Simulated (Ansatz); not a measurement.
`NC[SiH](F)Br` + HBr → `F[SiH](Br)Br` + CH₃NH₂ at 400 K and 1 bar (ligand exchange at the Si–C bond).

Isolated molecules relaxed with PBE0-D4/def2-TZVP in Ansatz; ΔE leaves out vibrations. CCSD(T)/CBS adds triple-zeta CCSD(T) − MP2 to the extrapolated MP2 energy (def2 sets, frozen cores). For Br outer-core shells are correlated without core-valence functions, which leaves a few kJ/mol of doubt a bond. Scalar relativity is left out up to krypton. One conformer a species, not always the lowest.

```csv
species,CCSD(T)/CBS energy (Eh),H − E (kJ/mol),S (J/(mol·K))
`NC[SiH](F)Br`,-3058.06836,211.6,393.2
HBr,-2573.91920,27.6,207.2
`F[SiH](Br)Br`,-5536.27111,62.2,358.6
CH₃NH₂,-95.75281,185.4,256.0
```

H − E and S are ideal-gas, rigid-rotor, harmonic terms from PBE0-D4/def2-TZVP, for one conformer and one mirror image of each species. 1 Eh = 2625.50 kJ/mol, R = 8.31446 J/(mol·K).

Q: By hand: ΔE, ΔH, ΔS and ΔG.

A: ΔE = (-5536.27111) + (-95.75281) − (-3058.06836) − (-2573.91920) = -0.03636 Eh = -95.5 kJ/mol. Δ(H − E) = 62.2 + 185.4 − 211.6 − 27.6 = 8.4, so ΔH = -87.1 kJ/mol. ΔS = 358.6 + 256.0 − 393.2 − 207.2 = 14.2 J/(mol·K). ΔG = -87.1 − 400 × (14.2)/1000 = -92.8 kJ/mol.

Q: By hand: the equilibrium constant, and the temperature at which ΔG would vanish if ΔH and ΔS stayed fixed.

A: log₁₀ K = −ΔG/(RT ln 10) = 12.1. ΔH and −TΔS have one sign here, so there is no such temperature.

The number of gas molecules stays the same, so ΔS is small and ΔH decides. A doubt of 5 kJ/mol in ΔE shifts log₁₀ K by 0.7 here. Other conformers and mirror images would add mixing entropy, several J/(mol·K) or more a flexible species. These are equilibria of isolated gas molecules and say nothing of rates. Largest T1 diagnostic: 0.009 (customary marks: 0.02 for closed shells, 0.045 for open ones).
